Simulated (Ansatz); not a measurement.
Reaction (cleavage of the Al–B bond): `[CH3][AlH][BH]N` + `O[SiH2]O` → `[CH3][AlH][O][SiH2]O` + `BN`

Gas-phase electronic energies from Ansatz, PBE0-D4/def2-TZVP geometries. CCSD(T)/CBS is the MP2 limit (def2-TZVPP, def2-QZVPP) plus CCSD(T) − MP2 in def2-TZVPP, frozen cores. This one scheme is used for every species. DFT in def2-TZVPP. B3LYP here is the variant with VWN-RPA as its local correlation; programs differ in this. HSE06 is defined as in plane-wave codes. One conformer a species, not always the lowest.

| level | ΔE (eV) | difference from CCSD(T)/CBS |
| --- | --- | --- |
| revPBE-D4 | -1.91 | 0.21 |
| BLYP-D4 | -2.12 | 0.00 |
| r2SCAN0-D4 | -2.15 | -0.03 |
| HSE06-D4 | -1.99 | 0.13 |
| PBE-QIDH | -2.10 | 0.02 |
| PBE | -1.90 | 0.22 |
| BLYP | -2.10 | 0.02 |
| B3LYP | -2.15 | -0.03 |
| LC-ωPBE | -2.06 | 0.06 |
| HF/def2-SVP | -2.36 | -0.24 |
| CCSD(T)/CBS | -2.12 | 0 |

(1) What do rigid-rotor, harmonic-oscillator terms from PBE0-D4/def2-TZVP frequencies (298.15 K, 1 bar) make of the CCSD(T)/CBS value? (An estimate is asked.)

Largest T1 diagnostic among the species: 0.012.

Answers

(1) The calculation gave: ΔZPE = -0.03 eV, ΔH = -2.14 eV, ΔS = 19 J/(mol·K), ΔG = -2.20 eV. Modes under 50 cm⁻¹ make the entropy rough.

In def2-TZVPP, CCSD(T) changes the Hartree–Fock value by +0.22 eV (the triples alone add +0.03 eV) and MP2 by +0.13 eV. Leaving LDA and LC-ωPBE aside and taking each functional with its dispersion term where it has one, the values, not all of them listed here, spread over 0.36 eV, from BHLYP-D4 to revPBE-D4. From PBE to PBE0 (25 % exact exchange), in def2-TZVPP and without D4, ΔE moves by −0.08 eV.
